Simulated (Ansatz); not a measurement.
**A geometry optimisation of FGeHSSi with B3LYP-D3(BJ)/6-311G****

The starting geometry of this gas-phase singlet was optimised with GFN2-xTB.

```xyz
5

F     0.9871   -0.6637    1.4196
Ge   -0.7754   -0.1800    1.0720
S    -0.6076   -0.1057   -1.2162
Si    0.7238    1.5248   -0.8157
H     0.1709    1.9182    0.5951
```

**Question.** Predict what becomes of its bonds when it is optimised with B3LYP-D3(BJ)/6-311G**.

**Answer.** A new bond forms, giving a structure with H5 bridging Si4 and Ge2, given below by its coordinates. Contacts that close: Ge2–H5 (2.35 → 1.88 Å).

The energy falls by 0.30 eV over 10 steps:

| step | E − E(last) (eV) |
| --- | --- |
| 1 | 0.296 |
| 2 | 0.124 |
| 3 | 0.121 |
| 4 | 0.016 |
| 5 | 0.011 |
| 6 | 0.002 |
| 7 | 0.000 |
| 8 | 0.000 |
| 9 | 0.000 |
| 10 | 0.000 |

Final geometry (Å):

| atom | x (Å) | y (Å) | z (Å) |
| --- | --- | --- | --- |
| F | 0.9015 | -0.7464 | 1.4949 |
| Ge | -0.6646 | 0.0411 | 1.1169 |
| S | -0.4834 | -0.1151 | -1.2780 |
| Si | 0.5734 | 1.6458 | -0.9473 |
| H | 0.1719 | 1.6681 | 0.6684 |

Frequencies at the end are all real (lowest 107 cm⁻¹). Run with Ansatz 0.2.0, 24 s on 2 threads of Arm Neoverse V2, with other jobs on the host.
